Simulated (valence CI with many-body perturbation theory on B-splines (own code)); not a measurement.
# Pb XLI: magnetic and hyperfine properties of the levels

Calculated by valence CI with perturbative core correlation (CI+MBPT): six valence electrons over a frozen Dirac-Fock core [Kr], radial functions for each j: 7 s, 7 p, 8 d, 6 f, 4 g, 1 h, with the one-electron correlation potential Σ1, the two-electron term Σ2, the three-electron term Σ3, Breit, model QED; selected CI, second order for the rest, scaled by the run's own slope (own B-spline code, finite nucleus).

The last digits are not significant, and no measured levels were compared; by estimate large intervals hold to a few tenths of a per cent, small ones and those within an open d or f shell to about a per cent. Core correlation moves these levels by up to 11000 cm⁻¹, and in measured spectra 5 to 20 % of such shifts remained as error; rates that hang on mixing are uncertain with them. Among the levels kept, up to 720 cm⁻¹ of a level comes from second order outside the variational space, and about a tenth of that is noise between levels of different J, which matters for small intervals. Only levels of the ground parity were solved; by the run's estimate the other parity begins above the list, which can be wrong where configurations are misplaced.

A/g_I is the dipole constant over the nuclear g factor μ/I (μ in nuclear magnetons, uniformly magnetised nucleus), B/Q the quadrupole constant per barn. Both hold the static response of the core; the bare values leave it out. Large factors of s and p1/2 electrons are usually good to 5 to 10 %; those of open d and f shells near neutrality can be off by tens of per cent, and small factors of p3/2, d and f electrons come from cancelling terms and can be off by a factor of two or in sign, in half-filled shells by more. B is blank for J = 1/2, where it vanishes, and for nearly pure S terms. Energies count from the lowest level. Levels with J = 0 are left out.

Levels are named by their leading jj configuration (3d3/2^4 stands for four electrons in 3d with j = 3/2), which in mixed levels can hold well under half, so a name can repeat and another be missing. Letters in brackets count levels of one name in rising energy.

```tsv
Level	E (eV)	g	A/g_I (MHz)	A/g_I bare	B/Q (MHz/b)	B/Q bare
(4d3/2^4 4d5/2^2) J=4	0.000	1.246	13600	14200	26300	25300
(4d3/2^4 4d5/2^2) J=2	3.193	1.266	13300	14000	-15500	-14900
(4d3/2^3 4d5/2^3) J=3 [a]	26.996	1.350	7670	8670	314	236
(4d3/2^3 4d5/2^3) J=4 [a]	27.796	1.181	14700	15000	23800	23100
(4d3/2^3 4d5/2^3) J=1 [a]	29.101	1.275	14000	14800	-9660	-9240
(4d3/2^3 4d5/2^3) J=5	31.501	1.130	18100	18300	13400	13000
(4d3/2^3 4d5/2^3) J=6	31.818	1.105	20300	20500	-26600	-25800
(4d3/2^3 4d5/2^3) J=2 [a]	34.174	0.984	25100	24800	-19300	-18500
(4d3/2^3 4d5/2^3) J=3 [b]	34.908	1.061	22300	22200	5450	5120
(4d3/2^3 4d5/2^3) J=1 [b]	40.489	1.217	9210	9710	19900	19200
(4d3/2^3 4d5/2^3) J=2 [b]	40.899	1.123	18900	19100	35400	34100
(4d3/2^3 4d5/2^3) J=4 [b]	40.928	1.051	23000	22900	-21900	-21200
(4d3/2^3 4d5/2^3) J=3 [c]	41.657	1.063	22600	22600	-31400	-30200
(4d3/2^2 4d5/2^4) J=2 [a]	56.811	1.440	833	2150	-7130	-6870
(4d3/2^2 4d5/2^4) J=4 [a]	59.809	1.102	19300	19300	5160	5120
(4d3/2^2 4d5/2^4) J=3 [a]	60.887	1.203	13400	13800	-10300	-9950
(4d3/2^2 4d5/2^4) J=5	61.806	1.093	20800	20900	-19000	-18200
(4d3/2^2 4d5/2^4) J=6	63.605	1.051	22700	22600	-26900	-25800
(4d3/2^2 4d5/2^4) J=3 [b]	64.329	0.977	26100	25800	151	161
(4d3/2^2 4d5/2^4) J=1	65.043	0.993	25900	25600	-9060	-8740
(4d3/2^2 4d5/2^4) J=4 [b]	66.523	1.047	23700	23600	197	118
(4d3/2^2 4d5/2^4) J=2 [b]	66.781	1.050	23100	23000	-18500	-17900
(4d3/2^2 4d5/2^4) J=2 [c]	71.823	0.889	30900	30200	696	718
(4d3/2^2 4d5/2^4) J=4 [c]	73.775	1.157	16400	16700	-29000	-28000
(4d3/2^2 4d5/2^4) J=2 [d]	81.054	1.026	23600	23400	29600	28600
(4d3/2 4d5/2^5) J=1	89.779	1.496	-4150	-2630	-5600	-5360
(4d3/2 4d5/2^5) J=4	95.564	1.031	23800	23600	-8360	-7860
(4d3/2 4d5/2^5) J=2	97.704	1.182	15900	16300	-33000	-32000
(4d3/2 4d5/2^5) J=3	98.581	1.066	21700	21600	-29200	-28200
```

(1) Take the isotope of mass number 207, with I = 1/2, μ = 0.5906 μN. What is the hyperfine structure of (4d3/2^3 4d5/2^3) J=4 [a]?

Answers

(1) From the table A = 17300 MHz. Shifts from the centre of gravity in MHz: F = 7/2: -43200, F = 9/2: 34600.
